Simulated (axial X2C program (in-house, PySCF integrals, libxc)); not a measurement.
MnGe along the bond: r2SCAN0, with spin–orbit coupling

Calculated with an axial X2C code built on PySCF integrals. Two-component (2c) means X2C with spin–orbit coupling and atomic mean-field two-electron Coulomb and Gaunt terms. Basis: Ge dyall-cv3z [9s9p7d4f1g], Mn dyall-cv3z [9s10p6d3f2g] (cores contracted in-house); Gaussian nuclei, density fitting, unrestricted open shells. Masses: Ge 73.921 u, Mn 54.938 u.

State: Ω = 7/2 (⟨Sz⟩ = 3.50, ⟨Lz⟩ = 0.00 at r2SCAN0). Dipoles are positive if Mn is the positive end.

Results along the bond:

| R (Å) | μ (D) | HOMO (eV) | LUMO (eV) |
| --- | --- | --- | --- |
| 2.229 | 3.246 | -5.34 | -2.47 |
| 2.331 | 3.380 | -5.25 | -2.47 |
| 2.408 | 3.478 | -5.18 | -2.51 |
| 2.485 | 3.573 | -5.11 | -2.55 |
| 2.562 | 3.664 | -5.05 | -2.58 |
| 2.652 | 3.764 | -4.99 | -2.61 |
| 2.741 | 3.852 | -4.93 | -2.64 |
| 2.857 | 3.937 | -4.88 | -2.67 |
| 2.998 | 3.981 | -4.84 | -2.70 |

Occupations by symmetry block were frozen at the best pattern of an incomplete PBE0 search. Density functionals use the spin component along the axis (collinear). Other states lie close and PBE0, whose exact exchange favours high spin, may order them wrongly; the determinant shown need not be the ground state. The nearest other 2c determinant of the search, Ω = 5/2, lies 0.24 eV up at the distance of the search. With several unpaired electrons one determinant need not be a pure state. This is the top spin component of a Σ state; components of lower Ω are not single determinants and can lie lower. The determinant is spin-polarised beyond a pure state at some levels (its spin-free form has ⟨S²⟩ too high), which makes Re and μ there less reliable.
